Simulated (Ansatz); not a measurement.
Species: [B(Cl)3(O(CH3)2)] (charge 0, multiplicity 1).

Give a relaxed geometry from B3LYP-D3(BJ)/def2-SVP (Ansatz, a first-principles code).

This is not unique; one that fits is the end point of this relaxation, one of several conformers.
Z-matrix (Å, degrees):
```
O
C 1 1.4492
H 2 1.0926 1 106.81
H 2 1.0973 3 110.97 1 116.97
H 2 1.0993 3 110.60 4 124.22
C 1 1.4492 2 112.09 3 174.76
H 6 1.0926 1 106.81 2 -174.76
H 6 1.0973 7 110.97 1 -116.97
H 6 1.0993 7 110.60 8 -124.22
B 1 1.6487 2 116.75 3 -46.79
Cl 10 1.8240 1 105.42 2 171.43
Cl 10 1.8240 1 105.42 2 52.06
Cl 10 1.8360 1 104.16 2 -68.25
```
